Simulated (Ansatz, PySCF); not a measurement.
B(OH) (BHO), SMILES [B]O (connectivity only; charge and spin as stated), neutral, multiplicity 1. Atoms are numbered in the order given.

```xyz
3

B      0.0000     0.0000    -0.8884
O      0.0000     0.0000     0.3848
H      0.0000     0.0000     1.3376
```
Charge 0, spin multiplicity 1.

Geometry optimised at PBE0-D3(BJ)/def2-TZVPD.

Two levels are set side by side: PBE-D3(BJ)/def2-TZVPD (Ansatz, a first-principles code) and PBE0-D3(BJ)/def2-TZVPD (PySCF). Each level has its own optimised geometry; the coordinates shown are those of the second. Differences are taken from unrounded values.

| quantity | PBE0-D3(BJ) |
|---|---|
| mean bond length (Å) | 1.113 |
| bond B1–O2 (Å) | 1.273 |
| bond O2–H3 (Å) | 0.953 |

Task: What does PBE-D3(BJ) give, and how far is it from PBE0-D3(BJ)? (The exact figures need the calculation; the answer reports its results.)

Result: 
| quantity | PBE-D3(BJ) | PBE-D3(BJ) minus PBE0-D3(BJ) |
|---|---|---|
| mean bond length (Å) | 1.125 | 0.012 |
| bond B1–O2 (Å) | 1.285 | 0.011 |
| bond O2–H3 (Å) | 0.965 | 0.012 |

Exact exchange shortens and stiffens bonds; PBE has none. Differences between two approximate levels are no errors against the true value.
